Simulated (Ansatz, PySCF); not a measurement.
This PySCF input computes a PBE0/def2-TZVPD energy:

```python
from pyscf import gto, scf, dft

mol = gto.M(
    atom='''
    C    -0.00754564   -0.00103938    0.55491388
    F     1.05795691   -0.70184003   -0.11026606
    F     0.08146965    1.26609935   -0.11985815
    F    -1.13439613   -0.56356641   -0.13981838
    ''',
    basis='def2-tzvpd',
    charge=-1,
    spin=0,
    verbose=4,
)

mf = dft.RKS(mol, xc='pbe0').density_fit(auxbasis='def2-universal-jkfit')
mf.grids.level = 3
mf.conv_tol = 1e-9
mf.max_cycle = 100
mf.max_memory = 1500
mf.kernel()
if not mf.converged:
    mf = mf.newton()
    mf.kernel(mf.make_rdm1())
mf.analyze()
```

Question: Write an input for the same energy in Ansatz (a quantum-chemistry and plane-wave program) and say what it gives.

Answer: 
Ansatz 0.2 input:
```yaml
crystal:
  periodic: [false, false, false]
  atoms:
    - {symbol: C, position_ang: [-0.00754564, -0.00103938, 0.55491388]}
    - {symbol: F, position_ang: [1.05795691, -0.70184003, -0.11026606]}
    - {symbol: F, position_ang: [0.08146965, 1.26609935, -0.11985815]}
    - {symbol: F, position_ang: [-1.13439613, -0.56356641, -0.13981838]}
basis:
  gaussian:
    orbitals: def2-TZVPD
hamiltonian:
  xc: {name: PBE0}
total_charge: -1
output: {forces: true}
```
It gives -337.44602 Eh, and PySCF -337.44606 Eh, a difference of 0.04 mEh, from the treatment of integrals and grids.
